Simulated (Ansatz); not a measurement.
The same molecule with X = Si, Ge, Sn. Ansatz, PBE0-D4/def2-TZVP geometries, multiplicity 1. Each molecule was computed in one conformer, which needn't be the lowest.

Elements past krypton have def2 core potentials. Scalar relativity is left out up to krypton.

| X | molecule | mean X–Cl bond length / Å | mean X–S bond length / Å | HOMO–LUMO gap (PBE0/def2-TZVPP) / eV | HOMO energy (B3LYP/def2-TZVPP) / eV | HOMO–LUMO gap (ωB97M-V/def2-TZVPP) / eV |
| --- | --- | --- | --- | --- | --- | --- |
| Ge | `[SH][Ge]([SH])([Cl])[Cl]` | 2.143 | 2.194 | 6.37 | -7.90 | 10.60 |
| Sn | `[SH][Sn]([SH])([Cl])[Cl]` | 2.315 | 2.371 | 5.69 | -7.99 | 9.87 |

(1) Give the row for X = Si, `S[Si](S)(Cl)Cl`. (An estimate is asked.)

Answers

(1) Computed: 
```tsv
X	molecule	mean X–Cl bond length / Å	mean X–S bond length / Å	HOMO–LUMO gap (PBE0/def2-TZVPP) / eV	HOMO energy (B3LYP/def2-TZVPP) / eV	HOMO–LUMO gap (ωB97M-V/def2-TZVPP) / eV
Si	`S[Si](S)(Cl)Cl`	2.042	2.111	7.52	-7.79	11.76
```

From Si to Sn the mean X–Cl bond length rises at each step, by 0.273 Å in all; the mean X–S bond length rises at each step, by 0.260 Å in all; the HOMO–LUMO gap (PBE0/def2-TZVPP) falls at each step, by 1.83 eV in all; the HOMO energy (B3LYP/def2-TZVPP) falls at each step, by 0.20 eV in all; the HOMO–LUMO gap (ωB97M-V/def2-TZVPP) falls at each step, by 1.89 eV in all. Bonds lengthen as the atom grows down the group.

B3LYP here is the variant with VWN-RPA as its local correlation; programs differ in this.
